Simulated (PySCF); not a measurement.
# HfH₄: fields on a plane

Computed with PBE0/[Hf def2-TZVP with ECP60, H def2-TZVP], scalar-relativistic core potentials, density fitting, no spin–orbit coupling, PySCF.

The singlet minimum has Hf–H 1.847 Å (×4); H–Hf–H 109.5° (×6).

The plane holds Hf1 at (0.00, 0.00), H2 at (1.85, 0.00), H3 at (-0.62, 1.74) Å. Columns run from x = -2.55 to 4.05 Å, rows from y = 4.05 (top) to -1.95 Å, in steps of 0.3 Å. Other isomers or separated fragments may lie lower. Core electrons replaced by a potential are absent, the electrostatic potential uses the reduced nuclear charge, and values within about 0.7 Å of such atoms have no physical meaning.

Problem. Give the electrostatic potential (V) (cut at 20 V). Lower edges of the bins (V): '_' -0.53, '.' -0.41, ':' -0.22, '-' 0.09, '=' 0.57, '+' 1.34, '*' 2.55, '#' 4.47, '%' 7.52, '@' 12.35; top 20.0, each point printed twice.

Solution. 
```
::::::::........::::::::::::::::::::::::::::::
::::................::::::::::::::::::::::::::
::........______....::::::::::::::::::::::::::
::....____________....::::::::::::::::::::::::
::....________..__....::::--------::::::::::::
::..____..::----::::::------------::::::::::::
::......--++####++----------------::::::::::::
::::..::==##@@@@##++==========----::::::::::::
--::::--++%%@@@@%%******++++==--::::::::::::::
------==++##%%@@%%######**++==--::........::::
======++**##%%@@@@@@@@%%##**++--::..__......::
====++**##%%@@@@@@@@@@@@%%**++++--::____......
==++****%%@@@@@@@@@@@@@@@@####%%**--..____....
==++**##%%@@@@@@@@@@@@@@@@%%@@@@%%++..____....
==++**##%%@@@@@@@@@@@@@@@@%%@@@@%%++..____....
==++****%%@@@@@@@@@@@@@@@@####%%**--..____....
==++++**##%%@@@@@@@@@@@@%%**++++--::____......
====++++**##%%@@@@@@@@%%##**++--::..........::
--====++++**##%%%%%%%%##**++==--::::......::::
----====++++****######****++==----::::::::::::
------======++++******++++++==----::::::::::::
```

Problem. Give the electron localisation function (set to 0 where the density is under 0.005 e/Å³). Lower edges of the bins: '0' 0.000, '1' 0.100, '2' 0.200, '3' 0.300, '4' 0.400, '5' 0.500, '6' 0.600, '7' 0.700, '8' 0.800, '9' 0.900; top 1.00.

Solution. 
```
00000000000000000000000
00000000000000000000000
00000000000000000000000
00008999980000000000000
00099999999000000000000
00999999999600000000000
00999999999600000000000
08999999999400000000000
07999999998100024000000
05999999962001589970000
01588886320005999997000
00122224664018999999000
00000168888439999999000
00000488008649999999800
00000488008649999999800
00000168898539999999000
00000014788228999999000
00000000243016999997000
00000000000002799970000
00000000000000256000000
00000000000000000000000
```

With an element this heavy the missing spin–orbit coupling can shift these numbers.
